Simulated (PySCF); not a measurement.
Computed shifts of a molecule C3H6GeO, PBE/pcSseg-1 (PySCF), GIAO, gas phase, atoms alike by connectivity averaged where their shifts nearly agree, in ppm (number of nuclei): ¹³C: 80.8 (1), 72.6 (1), 9.7 (1). ¹H: 5.79 (2), 2.52 (2), 1.82 (1), 0.00 (1). References: ¹³C against TMS (σ = 182.0 ppm); ⁷³Ge against GeH4 (σ = 1614.4 ppm); ¹⁷O against H2O (σ = 334.3 ppm); ¹H against TMS (σ = 31.49 ppm), references at their B3LYP-D3(BJ)/def2-TZVP geometries, non-relativistic. The structure is a stationary point at B3LYP-D3(BJ)/def2-SVP. The values are those of a single conformer.

### Question
Pick the molecule that these values belong to.
A. C=C=[CH][GeH2][OH]
B. C=C1[CH2][GeH2][O]1
C. C#C[CH2][GeH2][OH]
D. C1=C[O][GeH2][CH2]1

### Answer
C, C#C[CH2][GeH2][OH]
